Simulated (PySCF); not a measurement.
**NaPb and its ions**

UHF-MP2; PySCF, scalar-relativistic core potentials, basis sets Na cc-pVDZ, Pb cc-pVDZ-PP with ECP60. Neutral (UHF): quartet (σ ↑, π ↑↑), Re = 2.999 Å, ωe = 174 cm⁻¹, De = 1.06 eV.

NaPb⁺ (UHF): triplet (σ ↑, π ↑), Re = 3.473 Å, ωe = 107 cm⁻¹. The energies at the minima are -353.78252 hartree for NaPb and -353.58272 for NaPb⁺.

**Question.** Work out the adiabatic ionisation energy, without and with harmonic zero-point energies (1 hartree = 27.2114 eV, 1 eV = 8065.5 cm⁻¹), and the change of the bond length.

**Answer.** At UHF-MP2: 0.19980 hartree = 5.437 eV between the minima; the zero-point term (107.0 − 174.0)/2 cm⁻¹ = -0.004 eV makes it 5.433 eV. Re changes by +47.4 pm against the neutral. The electron leaves a π orbital, and the longer bond of the ion fits a bonding orbital, or a change in how ionic the bond is.

Correlated steps freeze 5 core orbitals. Correlated levels converge slowly with the basis: in double zeta they bind strong bonds too weakly, by up to about 1 eV, and carry superposition errors of some tenths. These are scalar-relativistic numbers at best; spin–orbit coupling would shift them, the dissociation energy most. States were picked by a PBE0 search and need not be the measured ground states.
